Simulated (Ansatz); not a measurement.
Ideal-gas functions of CH$_{5}$ISSi, SMILES `CS[SiH2]I` at 600 K and 1 bar, from an Ansatz frequency run at PBE0-D4/def2-TZVP.

Molar mass 204.11 g/mol, point group C1 (symmetry number 1), electronic degeneracy 1, moments of inertia 96.969, 535.917, 593.378 u Å². Harmonic wavenumbers (cm⁻¹, unscaled): 67, 115, 132, 202, 350, 514, 539, 690, 727, 804, 912, 973, 990, 1349, 1466, 1473, 2232, 2263, 3065, 3159, 3166.

Use S(trans) = R[1.5 ln M + 2.5 ln T − 1.1517]; rotational temperatures θ = 24.2544 K / I; S(rot) = R[ln(√π/σ · √(T³/θAθBθC)) + 1.5]; for each mode x = 1.438777 ν̃/T, S = R[x/(eˣ − 1) − ln(1 − e⁻ˣ)] and H = RT x/(eˣ − 1); 1 cm⁻¹ = 0.0119627 kJ/mol; R = 8.31446 J/(mol·K).

**Question.** By hand: the entropy, in J/(mol·K).

**Answer.** Translation 189.7. Rotation: θ = 0.2501, 0.0453, 0.0409 K, giving 128.9. Vibration, mode by mode: 23.53, 19.05, 17.91, 14.42, 10.01, 7.08, 6.74, 5.02, 4.67, 4.04, 3.29, 2.93, 2.84, 1.44, 1.15, 1.13, 0.25, 0.24, 0.04, 0.04, 0.04, in all 125.8. Electronic 0.0. Sum 444.4 J/(mol·K).

**Question.** By hand: H − E and G − E in kJ/mol, counted from the electronic energy.

**Answer.** Zero-point energy ½ × 25188 × 0.0119627 = 150.7; thermal vibration 36.5; translation, rotation and pV give 4 RT = 20.0. H − E = 207.2 kJ/mol, and G − E = 207.2 − 600 × 444.4/1000 = -59.4 kJ/mol.

Vibration gives 28 % of the entropy, 60.5 J/(mol·K) of it from the modes under 150 cm⁻¹: soft modes count most, and the harmonic formula is weakest for them. The sum counts one conformer and one mirror image; others add a mixing term.
